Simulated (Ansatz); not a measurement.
Start from `NC(O)(F)O[SiH3]` and change one atom or group to get `COC(N)(O)F`.

Ansatz, PBE0-D4/def2-TZVP geometries, multiplicity 1. Each molecule was computed in one conformer, which needn't be the lowest.

```
                                        property  `NC(O)(F)O[SiH3]`
            HOMO–LUMO gap (PBE0/def2-TZVPP) / eV               8.55
size of the dipole moment (B3LYP/def2-TZVPP) / D               1.55
           HOMO energy (ωB97M-V/def2-TZVPP) / eV             -10.66
              HOMO energy (PBE0/def2-TZVPP) / eV              -8.21
             HOMO–LUMO gap (PBE/def2-TZVPP) / eV               6.08
  size of the dipole moment (PBE/def2-TZVPP) / D               1.54
```

(1) What does the change do to each property? (Estimate.)

Answers

(1) Computed: 
```csv
property,`COC(N)(O)F`,shift
HOMO–LUMO gap (PBE0/def2-TZVPP) / eV,9.29,0.74
size of the dipole moment (B3LYP/def2-TZVPP) / D,0.98,-0.57
HOMO energy (ωB97M-V/def2-TZVPP) / eV,-10.60,0.06
HOMO energy (PBE0/def2-TZVPP) / eV,-8.14,0.07
HOMO–LUMO gap (PBE/def2-TZVPP) / eV,6.83,0.75
size of the dipole moment (PBE/def2-TZVPP) / D,0.92,-0.62
```

With PBE0 the HOMO rises by 0.07 eV and the LUMO rises by 0.81 eV, so the gap widens by about 0.74 eV. PBE moves the HOMO by 0.08 eV and ωB97M-V by 0.06 eV. Dipoles are sizes alone; their direction can turn.

B3LYP here is the variant with VWN-RPA as its local correlation; programs differ in this.
